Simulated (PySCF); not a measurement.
# How methods differ on the ionisation energy of Te²⁺

Te²⁺ [Kr] 4d10 5s2 5p2 [5p1/2^2, M_J = 0] → Te³⁺ [Kr] 4d10 5s2 5p1 [5p1/2^1, M_J = 1/2], as a difference of total energies. All numbers are calculated (PySCF 2.14, the two-component X2C-1e Hamiltonian, in x2c-QZVPPall-2c). Correlated levels: [Ar] 3d10 frozen; the 32 highest virtual spinors dropped. "Screened" scales the spin-orbit matrix elements by Boettger's factors to mimic the two-electron term; Breit and QED terms are absent.

```tsv
method	ionisation energy (eV)
GHF (spin-free)	26.855
GMP2 (spin-free)	27.617
GHF (screened spin-orbit)	26.306
GMP2 (screened spin-orbit)	27.395
```

The spin-free rows relax to the high-spin LS determinant and lack the spin-orbit shift.

The labels give the starting determinants; with spin-orbit coupling the two ends relaxed to ⟨J²⟩ = 0.00, ⟨L²⟩ = 1.35, ⟨S²⟩ = 1.35 and ⟨J²⟩ = 0.77, ⟨L²⟩ = 2.05, ⟨S²⟩ = 0.78.

Problem. Which method comes closest to the reference value, and which is furthest?

Solution. The reference is 27.84 ± 0.04 eV (measured; NIST Atomic Spectra Database, ionization energies). Closest: GMP2 (spin-free) (error -0.223 eV); furthest: GHF (screened spin-orbit) (error -1.534 eV).
